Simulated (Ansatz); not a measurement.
Consider the isomerisation: `O[SiH2][Si](O)(Cl)Cl` → `O[Si](O)(Cl)[SiH2]Cl`.

Gas-phase electronic energies from Ansatz, PBE0-D4/def2-TZVP geometries. CCSD(T)/CBS is the MP2 limit (def2-TZVPP, def2-QZVPP) plus CCSD(T) − MP2 in def2-TZVPP, frozen cores. Functionals use def2-TZVPP. B3LYP here is the variant with VWN-RPA as its local correlation; programs differ in this. One conformer a species, not always the lowest.

```json
{"level": "r2SCAN-D4", "ΔE (kJ/mol)": "-17.9", "difference from CCSD(T)/CBS": "0.6"}
{"level": "PBE0-D4", "ΔE (kJ/mol)": "-17.7", "difference from CCSD(T)/CBS": "0.8"}
{"level": "ωB97X-V", "ΔE (kJ/mol)": "-18.0", "difference from CCSD(T)/CBS": "0.5"}
{"level": "ωB97M-V", "ΔE (kJ/mol)": "-17.8", "difference from CCSD(T)/CBS": "0.7"}
{"level": "B2PLYP", "ΔE (kJ/mol)": "-16.9", "difference from CCSD(T)/CBS": "1.6"}
{"level": "PBE", "ΔE (kJ/mol)": "-15.2", "difference from CCSD(T)/CBS": "3.3"}
{"level": "r2SCAN", "ΔE (kJ/mol)": "-17.9", "difference from CCSD(T)/CBS": "0.6"}
{"level": "PBE0", "ΔE (kJ/mol)": "-17.5", "difference from CCSD(T)/CBS": "1.0"}
{"level": "B3LYP", "ΔE (kJ/mol)": "-16.4", "difference from CCSD(T)/CBS": "2.1"}
{"level": "HF/def2-TZVPP", "ΔE (kJ/mol)": "-21.0", "difference from CCSD(T)/CBS": "-2.5"}
{"level": "MP2/def2-TZVPP", "ΔE (kJ/mol)": "-17.1", "difference from CCSD(T)/CBS": "1.4"}
{"level": "SCS-MP2/def2-TZVPP", "ΔE (kJ/mol)": "-17.0", "difference from CCSD(T)/CBS": "1.5"}
{"level": "CCSD/def2-TZVPP", "ΔE (kJ/mol)": "-19.2", "difference from CCSD(T)/CBS": "-0.7"}
{"level": "HF/def2-QZVPP", "ΔE (kJ/mol)": "-21.3", "difference from CCSD(T)/CBS": "-2.8"}
{"level": "MP2/def2-QZVPP", "ΔE (kJ/mol)": "-17.1", "difference from CCSD(T)/CBS": "1.4"}
{"level": "CCSD/CBS(def2)", "ΔE (kJ/mol)": "-19.2", "difference from CCSD(T)/CBS": "-0.7"}
{"level": "CCSD(T)/CBS", "ΔE (kJ/mol)": "-18.5", "difference from CCSD(T)/CBS": "0"}
```

Largest T1 diagnostic among the species: 0.011.
